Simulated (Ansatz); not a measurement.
Ideal-gas functions of Al2Cl2H4, SMILES `[AlH2-]1[Cl+][AlH2-][Cl+]1` at 500 K and 1 bar, from an Ansatz frequency run at PBE0-D4/def2-TZVP.

Molar mass 128.9 g/mol, point group D2h (symmetry number 4), electronic degeneracy 1, moments of inertia 170.29, 198.195, 352.459 u Å². Harmonic wavenumbers (cm⁻¹, unscaled): 37, 198, 266, 355, 361, 371, 434, 441, 456, 480, 619, 699, 730, 750, 1965, 1970, 1983, 1986.

Use S(trans) = R[1.5 ln M + 2.5 ln T − 1.1517]; rotational temperatures θ = 24.2544 K / I; S(rot) = R[ln(√π/σ · √(T³/θAθBθC)) + 1.5]; for each mode x = 1.438777 ν̃/T, S = R[x/(eˣ − 1) − ln(1 − e⁻ˣ)] and H = RT x/(eˣ − 1); 1 cm⁻¹ = 0.0119627 kJ/mol; R = 8.31446 J/(mol·K).

Question: By hand: the entropy, in J/(mol·K).

Answer: Translation 180.2. Rotation: θ = 0.1424, 0.1224, 0.0688 K, giving 111.2. Vibration, mode by mode: 26.94, 13.10, 10.74, 8.49, 8.36, 8.15, 6.99, 6.87, 6.63, 6.26, 4.53, 3.78, 3.52, 3.36, 0.19, 0.19, 0.19, 0.18, in all 118.5. Electronic 0.0. Sum 409.9 J/(mol·K).

Question: By hand: H − E and G − E in kJ/mol, counted from the electronic energy.

Answer: Zero-point energy ½ × 14101 × 0.0119627 = 84.3; thermal vibration 30.5; translation, rotation and pV give 4 RT = 16.6. H − E = 131.4 kJ/mol, and G − E = 131.4 − 500 × 409.9/1000 = -73.5 kJ/mol.

Vibration gives 29 % of the entropy, 26.9 J/(mol·K) of it from the mode under 150 cm⁻¹: soft modes count most, and the harmonic formula is weakest for them.
